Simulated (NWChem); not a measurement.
CH3ClF2Si; SMILES FC[Si@@H](F)Cl

```xyz
8

F      0.9123     1.8731    -0.6028
C      0.2970     1.5322     0.5760
Si    -0.5416    -0.1492     0.4583
F     -1.7344    -0.0816    -0.6317
Cl     0.8081    -1.5587    -0.1620
H      1.0418     1.5171     1.3936
H     -0.4542     2.3012     0.8378
H     -1.1279    -0.5477     1.7610
```
Atoms are numbered in this order, from 1.

Computed with NWChem. Coordinates come from a PBE0/def2-SVP optimisation. B3LYP is NWChem's, with the RPA form of VWN correlation. Vertical excitations in the gas phase; the lowest state need not have the same character in each row.

For level PBE/def2-SVP, full TDDFT:

```
Property                         Result
-------------------------------  ------
lowest excitation, singlet (eV)    6.94
lowest triplet (eV)                6.46
orbital gap (eV)                   6.75
```

Question: How do the values read with level B3LYP/def2-SVP, full TDDFT instead?

Answer: 
| Quantity | Value |
|---|---|
| lowest excitation, singlet (eV) | 7.63 |
| lowest triplet (eV) | 7.07 |
| orbital gap (eV) | 8.88 |
